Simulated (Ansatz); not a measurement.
Single points on Ge6N4H16⁻, a cluster cut from the lattice of germanium (4 of the caps NH2).

```yaml
crystal:
  periodic: [false, false, false]
  atoms:
    - {symbol: Ge, position_ang: [-0.533654, -0.140653, 2.757470]}
    - {symbol: Ge, position_ang: [2.250943, -0.310258, 0.009479]}
    - {symbol: Ge, position_ang: [-0.732840, 2.550588, -0.127937]}
    - {symbol: Ge, position_ang: [-2.060491, 1.185977, 1.421891]}
    - {symbol: Ge, position_ang: [0.995885, 1.306723, -1.292943]}
    - {symbol: Ge, position_ang: [0.494612, -1.595901, 1.100758]}
    - {symbol: N, position_ang: [2.976758, -1.358472, -1.361423]}
    - {symbol: N, position_ang: [-3.170227, -0.065654, 0.647417]}
    - {symbol: N, position_ang: [0.126851, 0.037510, -2.370996]}
    - {symbol: N, position_ang: [-0.824463, -1.944412, -0.176907]}
    - {symbol: H, position_ang: [-1.268667, -0.929668, 3.856628]}
    - {symbol: H, position_ang: [0.530656, 0.746588, 3.434319]}
    - {symbol: H, position_ang: [3.765446, -0.897161, -1.817781]}
    - {symbol: H, position_ang: [3.318363, -2.260454, -1.028294]}
    - {symbol: H, position_ang: [3.302740, 0.280220, 0.985124]}
    - {symbol: H, position_ang: [-1.642748, 3.183299, -1.207982]}
    - {symbol: H, position_ang: [-0.047940, 3.727455, 0.603614]}
    - {symbol: H, position_ang: [-3.746818, 0.304549, -0.108869]}
    - {symbol: H, position_ang: [-2.608579, -0.849673, 0.284203]}
    - {symbol: H, position_ang: [-2.932649, 2.161652, 2.243178]}
    - {symbol: H, position_ang: [-0.410611, 0.443721, -3.137534]}
    - {symbol: H, position_ang: [0.821857, -0.598493, -2.772152]}
    - {symbol: H, position_ang: [1.901762, 2.256270, -2.130588]}
    - {symbol: H, position_ang: [-0.663839, -1.361275, -1.015322]}
    - {symbol: H, position_ang: [-0.807734, -2.921449, -0.471111]}
    - {symbol: H, position_ang: [0.965399, -2.951038, 1.675769]}
basis:
  gaussian: {orbitals: def2-SVP}
total_charge: -1
magnetization: {spin_polarized: true, initial_magnetization: 1}
hamiltonian: {xc: pbe, dispersion: d4}
scf: {omitted_lower_state_checks: [starts]}
output: {orbitals: {seedname: orbitals}}
```

```sh
$ ansatz run in.yaml --threads 4 --pin off --events-out ev --progress --plain --max-ram 6963MiB
```

It prints (some lines left out):

```
Functional definition: PBE
3722 factors; their error is unknown
mean field evaluation 1: about -345203.7782 eV, gradient 8.0e1 eV
mean field evaluation 2: about -345025.3904 eV, gradient 1.9e2 eV
mean field evaluation 4: about -345224.8895 eV, gradient 1.7e1 eV
mean field evaluation 8: about -345227.0017 eV, gradient 7.2e-1 eV
mean field evaluation 16: about -345226.7452 eV, gradient 6.1e-2 eV
mean field -345226.74516766 eV, -12686.8488818192 hartree, gradient 1.9e-5 eV, S^2 0.751153; 0 other end points of the search recorded, 0 dependent functions left out
reference -345226.74523216 eV, -12686.8488841894 hartree; 119, 118 occupied and 209, 210 virtual orbitals, 3722 factors
Total energy: -345227.86792373 eV, -12686.8901423437 hartree
Checks for a lower state left out: starts
```

Hardware: 4 threads of Arm Neoverse V1 on a shared host. Wall time 36 s, peak host memory 1.2 GiB.

Geometry: r2SCAN-D4/def2-SVP, that of the neutral singlet.

The highest occupied level of the charge -1 doublet lies above zero (up to 2.38 eV). By energy differences it is unbound by 0.55 eV (vertical, against the charge 0 singlet, at PBE-D4/def2-SVP) and held by the finite basis.
